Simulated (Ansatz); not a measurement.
A run for Ansatz (a first-principles code): R-PBE/def2-TZVPP on H2 (SMILES [H][H]).

Ansatz 0.2 input:
```yaml
crystal:
  periodic: [false, false, false]
  atoms:
    - {symbol: H, position_ang: [0.00000000, 0.00000000, 0.37198582]}
    - {symbol: H, position_ang: [-0.00000000, -0.00000000, -0.37198582]}
basis:
  gaussian:
    orbitals: def2-TZVPP
hamiltonian:
  xc: {name: PBE}
scf: {lower_state_search: off}
```

Program output:

```
WARN ansatz: RAYON_NUM_THREADS=4 ignored (pool sized by the plan → 4); use --threads N
Functional definition: PBE
these checks for a lower state are left out or cut short: stability, starts, cluster_reference, orbital_swaps, neighbouring_geometries, increment
integrals: 0.00 GiB planned
118 factors; their error is unknown
mean field: 0.05 GiB planned
mean field evaluation 1: about -31.4010 eV, gradient 9.5e0 eV
mean field evaluation 2: about -31.6915 eV, gradient 3.2e0 eV
mean field evaluation 4: about -31.7334 eV, gradient 4.9e-2 eV
mean field evaluation 8: about -31.7318 eV, gradient 3.0e-5 eV
mean field -31.73177947 eV, -1.1661213870 hartree, gradient 4.2e-7 eV, S^2 0.000000; 0 other end points of the search recorded, 0 dependent functions left out
reference -31.73180113 eV, -1.1661221830 hartree; 1, 1 occupied and 27, 27 virtual orbitals, 118 factors
Total energy: -31.73180113 eV, -1.1661221830 hartree
Checks for a lower state left out: stability, starts, cluster_reference, orbital_swaps, neighbouring_geometries, increment
```

Self-consistency was reached.

Cost: very roughly 0.22 core-seconds.
